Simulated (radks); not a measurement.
The nuclear charge of the arsenic ion As+ is varied continuously with 32 electrons held in [Ar] 3d10 4s2 4p2. All-electron calculation, Dirac Kohn-Sham, BLYP, spin-unpolarised, spherical densities, finite nucleus; open shells fill j = l - 1/2 first; Fermi nuclear charge, rms radius 4.0968 fm. Program: a radial shooting solver on a logarithmic mesh with Libxc functionals. By the Hellmann-Feynman theorem dE/dZ = E(electron-nucleus)/Z, the electronic potential at the nucleus (averaged over a nucleus of fixed radius).

Z = 32: E (hartree) -2099.33112; E(electron-nucleus)/Z (hartree) -158.315; HOMO 4p1/2; e(HOMO) (eV) -3.843; <r> HOMO (bohr) 2.885
Z = 32.5: E (hartree) -2179.33104; E(electron-nucleus)/Z (hartree) -161.682; HOMO 4p1/2; e(HOMO) (eV) -8.232; <r> HOMO (bohr) 2.537
Z = 33: E (hartree) -2261.01220; E(electron-nucleus)/Z (hartree) -165.041; HOMO 4p1/2; e(HOMO) (eV) -13.381; <r> HOMO (bohr) 2.298
Z = 33.5: E (hartree) -2344.37170; E(electron-nucleus)/Z (hartree) -168.396; HOMO 4p1/2; e(HOMO) (eV) -19.197; <r> HOMO (bohr) 2.118
Z = 34: E (hartree) -2429.40828; E(electron-nucleus)/Z (hartree) -171.750; HOMO 4p1/2; e(HOMO) (eV) -25.626; <r> HOMO (bohr) 1.974

The central difference of E at Z = 33 is -165.041 hartree, to compare with the third column; the second derivative is -6.71 hartree.
